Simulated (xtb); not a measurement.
C4H3S (SMILES [c-]1cccs1), charge -1, singlet, at a GFN2-xTB geometry; GFN1-xTB (xtb).

Here is a job for xtb.
```
$ xtb mol.xyz --gfn 1 --chrg -1 --json

# file mol.xyz
8

S     -0.00082766     0.05267305     1.18469317
C     -0.01458724     1.38257716    -0.00751956
C      0.01279089    -1.21209334    -0.00380212
C     -0.00751256     0.73867156    -1.22850840
C      0.00746439    -0.68017748    -1.25133482
H      0.02360557    -2.24376413     0.30791021
H     -0.01333077     1.31026799    -2.15798828
H      0.01403491    -1.28314000    -2.15802336
```

Output, abridged:

```
   ID    Z sym.   atoms
    1   16 S      1
    2    6 C      2-5
    3    1 H      6-8

           -------------------------------------------------
          |                Calculation Setup                |
           -------------------------------------------------

           -------------------------------------------------
          |                 G F N 1 - x T B                 |
           -------------------------------------------------

          ...................................................
          :                      SETUP                      :
          :.................................................:
          :  # basis functions                  32          :
          :  # atomic orbitals                  31          :
          :  # shells                           17          :
          :  # electrons                        26          :
          :  # halogen bonds                     0          :
          :  max. iterations                   250          :
          :  Hamiltonian                  GFN1-xTB          :
          :  restarted?                      false          :
          :  GBSA solvation                  false          :
          :  PC potential                    false          :
          :  electronic temp.          300.0000000     K    :
          :  accuracy                    1.0000000          :
          :  -> integral cutoff          0.2500000E+02      :
          :  -> integral neglect         0.1000000E-07      :
          :  -> SCF convergence          0.1000000E-05 Eh   :
          :  -> wf. convergence          0.2000000E-04 e    :
          :  Broyden damping             0.4000000          :
          :  net charge                         -1          :
          :  unpaired electrons                  0          :
          ...................................................

 iter      E             dE          RMSdq      gap      omega  full diag
   1    -14.0118986 -0.140119E+02  0.993E+00    3.79       0.0  T
   2    -14.0488667 -0.369682E-01  0.569E+00    2.79       1.0  T
   3    -14.0452864  0.358032E-02  0.176E+00    3.23       1.0  T
   4    -14.0520321 -0.674571E-02  0.183E-01    2.96       1.0  T
   5    -14.0523618 -0.329710E-03  0.667E-02    2.97       1.0  T
   6    -14.0523857 -0.238316E-04  0.116E-02    2.98       3.1  T
   7    -14.0523865 -0.841488E-06  0.741E-04    2.98      47.7  T
   8    -14.0523865 -0.596089E-09  0.363E-04    2.98      97.4  T
   9    -14.0523865 -0.181814E-09  0.666E-05    2.98     530.5  T
  10    -14.0523865 -0.266809E-11  0.723E-06    2.98    4890.4  T

   *** convergence criteria satisfied after 10 iterations ***

         :::::::::::::::::::::::::::::::::::::::::::::::::::::
         ::                     SUMMARY                     ::
         :::::::::::::::::::::::::::::::::::::::::::::::::::::
         :: total energy             -13.882139358257 Eh    ::
         :: gradient norm              0.043917344790 Eh/a0 ::
         :: HOMO-LUMO gap              2.975136889277 eV    ::
         ::.................................................::
         :: SCC energy               -14.052386505963 Eh    ::
         :: -> electrostatic           0.124494906484 Eh    ::
         :: repulsion energy           0.173309602872 Eh    ::
         :: dispersion energy         -0.003062455166 Eh    ::
         :: halogen bond corr.         0.000000000000 Eh    ::
         :: add. restraining           0.000000000000 Eh    ::
         :: total charge              -1.000000000000 e     ::
         :::::::::::::::::::::::::::::::::::::::::::::::::::::

           -------------------------------------------------
          |                Property Printout                |
           -------------------------------------------------

    * Orbital Energies and Occupations

         #    Occupation            Energy/Eh            Energy/eV
      -------------------------------------------------------------
         1        2.0000           -0.6285700             -17.1043
         2        2.0000           -0.4174914             -11.3605
         3        2.0000           -0.3867695             -10.5245
         4        2.0000           -0.3580151              -9.7421
         5        2.0000           -0.3388562              -9.2207
         6        2.0000           -0.3075805              -8.3697
         7        2.0000           -0.2641326              -7.1874
         8        2.0000           -0.2586754              -7.0389
         9        2.0000           -0.2538898              -6.9087
        10        2.0000           -0.2142816              -5.8309
        11        2.0000           -0.1752968              -4.7701
        12        2.0000           -0.1525260              -4.1504
        13        2.0000           -0.1190520              -3.2396 (HOMO)
        14                         -0.0097178              -0.2644 (LUMO)
        15                          0.0609607               1.6588
        16                          0.0649800               1.7682
        17                          0.1049528               2.8559
        18                          0.1125134               3.0616
        19                          0.1250989               3.4041
        20                          0.1410462               3.8381
        21                          0.2226343               6.0582
        22                          0.2335124               6.3542
        23                          0.2421570               6.5894
        24                          0.3698425              10.0639
       ...                                ...                  ...
        31                          0.8884308              24.1754
      -------------------------------------------------------------
                  HL-Gap            0.1093343 Eh            2.9751 eV
             Fermi-level           -0.0643849 Eh           -1.7520 eV

  Mulliken/CM5 charges         n(s)   n(p)   n(d)
     1S    -0.15003 -0.18412   1.922  4.193  0.035
     2C    -0.42161 -0.41328   1.422  3.000  0.000
     3C    -0.07720 -0.11644   1.037  3.040  0.000
     4C    -0.07364 -0.12232   1.035  3.039  0.000
     5C    -0.10386 -0.15609   1.049  3.054  0.000
     6H    -0.04821  0.00840   1.048  0.000  0.000
     7H    -0.07481 -0.02010   1.075  0.000  0.000
     8H    -0.05064  0.00396   1.051  0.000  0.000

Wiberg/Mayer (AO) data.
largest (>0.10) Wiberg bond orders for each atom

 ---------------------------------------------------------------------------
     #   Z sym  total        # sym  WBO       # sym  WBO       # sym  WBO
 ---------------------------------------------------------------------------
     1  16 S    2.478 --     2 C    1.168     3 C    1.138
     2   6 C    3.027 --     4 C    1.633     1 S    1.168     3 C    0.161
     3   6 C    3.951 --     5 C    1.615     1 S    1.138     6 H    0.980
                             2 C    0.161
     4   6 C    3.966 --     2 C    1.633     5 C    1.267     7 H    0.971
     5   6 C    3.978 --     3 C    1.615     4 C    1.267     8 H    0.972
     6   1 H    1.010 --     3 C    0.980
     7   1 H    1.030 --     4 C    0.971
     8   1 H    1.007 --     5 C    0.972
 ---------------------------------------------------------------------------

Topologies differ in total number of bonds
Writing topology from bond orders to xtbtopo.mol

 dipole moment from electron density (au)
     X       Y       Z
   0.0174  -1.6574   0.1965  total (Debye):    4.243

           -------------------------------------------------
          | TOTAL ENERGY              -13.882139358257 Eh   |
          | GRADIENT NORM               0.043917344790 Eh/α |
          | HOMO-LUMO GAP               2.975136889277 eV   |
           -------------------------------------------------

normal termination of xtb
```
